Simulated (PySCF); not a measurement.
# The third ionisation energy along the third row

Calculated with PySCF 2.14 from differences of total energies of unrestricted determinants, without spin-orbit coupling. Values in eV. The last column holds reference values (NIST; (s) semi-empirical, (t) theoretical, else measured). Unmarked ones compare directly (S terms, centres of terms, or small fine structure); those marked * lie between the lowest fine-structure levels and include a spin-orbit shift.

| element | configurations | UHF | MP2 (valence) | SCS-MP2 (valence) | LDA | PBE0 | r2SCAN | reference |
| --- | --- | --- | --- | --- | --- | --- | --- | --- |
| Al (aug-cc-pV(T+d)Z with one added diffuse shell each of s, p, d, f type, non-relativistic) | [Ne] 3s1 → [Ne] | 28.039 | n/a | n/a | 28.806 | 28.677 | 28.376 | 28.448 |
| Si (aug-cc-pV(T+d)Z with one added diffuse shell each of s, p, d, f type, non-relativistic) | [Ne] 3s2 → [Ne] 3s1 | 31.959 | 32.824 | 32.997 | 33.520 | 33.244 | 32.866 | 33.493 |
| P (aug-cc-pV(T+d)Z with one added diffuse shell each of s, p, d, f type, non-relativistic) | [Ne] 3s2 3p1 → [Ne] 3s2 | 29.581 | 29.878 | 29.868 | 30.204 | 30.260 | 30.370 | 30.203 * |
| Cl (aug-cc-pV(T+d)Z with one added diffuse shell each of s, p, d, f type, non-relativistic) | [Ne] 3s2 3p3 → [Ne] 3s2 3p2 | 38.963 | 39.615 | 39.418 | 39.668 | 39.667 | 39.833 | 39.8 ± 0.11 (s) * |
| Ar (aug-cc-pV(T+d)Z with one added diffuse shell each of s, p, d, f type, non-relativistic) | [Ne] 3s2 3p4 → [Ne] 3s2 3p3 | 39.402 | 40.211 | 40.299 | 40.842 | 40.733 | 40.702 | 40.735 ± 0.012 (s) * |

Q: Fill in the row of S (aug-cc-pV(T+d)Z with one added diffuse shell each of s, p, d, f type, non-relativistic) ([Ne] 3s2 3p2 → [Ne] 3s2 3p1).

A: UHF 34.157; MP2 (valence) 34.638; SCS-MP2 (valence) 34.543; LDA 34.877; PBE0 34.877; r2SCAN 35.030; reference 34.86 ± 0.04 (s) * (eV).

"Valence" correlates the outer s and p shells and, in groups 3 to 12 and the f block, the outer d or f shell, open or full, or the next shell where the ion has no valence electron left; the wider scheme adds the next inner shell.
